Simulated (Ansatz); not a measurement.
Consider the formal exchange of groups at the Si–O bond: `N[SiH2][SiH](O)F` + CH₄ → `C[SiH](F)[SiH2]N` + H₂O.

Program: Ansatz. Geometries: PBE0-D4/def2-TZVP. ΔE: electronic, gas phase. CCSD(T)/CBS is the MP2 limit (def2-TZVPP, def2-QZVPP) plus CCSD(T) − MP2 in def2-TZVPP, frozen cores. This one scheme is used for every species. Functionals use def2-TZVPP. B3LYP here is the variant with VWN-RPA as its local correlation; programs differ in this. Each species was taken in one conformer, which may not be the lowest.

```tsv
level	ΔE (kJ/mol)
PBE-D4	105.1
B3LYP	115.7
```

Q: What does CCSD(T)/CBS give? (Best estimate.)

A: The calculation gave: +107.2 kJ/mol. The listed levels differ from it by -2.1, 8.5 kJ/mol.

Largest T1 diagnostic among the species: 0.012.

In def2-TZVPP, CCSD(T) changes the Hartree–Fock value by −9.3 kJ/mol (the triples alone add −0.2 kJ/mol) and MP2 by −8.1 kJ/mol.
